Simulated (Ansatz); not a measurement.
Consider the formal exchange of groups at the Sn–F bond: `C[O][Sn]([F])([F])[F]` + GeH₄ → `C[O][Sn]([F])([F])[GeH3]` + H–F.

Program: Ansatz. Geometries: PBE0-D4/def2-TZVP. ΔE: electronic, gas phase. CCSD(T)/CBS is the MP2 limit (def2-TZVPP, def2-QZVPP) plus CCSD(T) − MP2 in def2-TZVPP, frozen cores. This one scheme is used for every species. DFT in def2-TZVPP. B3LYP here is the variant with VWN-RPA as its local correlation; programs differ in this. Elements past krypton have def2 core potentials. For Ge, Sn outer-core shells are correlated without core-valence functions, which leaves a few kJ/mol of doubt a bond. Scalar relativity is left out up to krypton. One conformer a species, not always the lowest.

CCSD(T)/CBS gives -35.2 kJ/mol.

Q: Another level gave -37.4 kJ/mol. Which?
A. PBE0/def2-TZVPP
B. ωB97X-V/def2-TZVPP
C. HF/def2-TZVPP
D. B3LYP/def2-TZVPP

A: A. PBE0 -37.4, ωB97X-V -24.2, B3LYP -28.4, HF/def2-TZVPP -10.9 kJ/mol.

Largest T1 diagnostic among the species: 0.015.

In def2-TZVPP, CCSD(T) changes the Hartree–Fock value by −20.2 kJ/mol (the triples alone add −0.0 kJ/mol) and MP2 by −26.5 kJ/mol. At CCSD(T), def2-SVP lies +13.6 kJ/mol from the extrapolated value and def2-TZVPP +4.1 kJ/mol. From r2SCAN to r2SCAN0 (25 % exact exchange), in def2-TZVPP and without D4, ΔE moves by −7.1 kJ/mol.
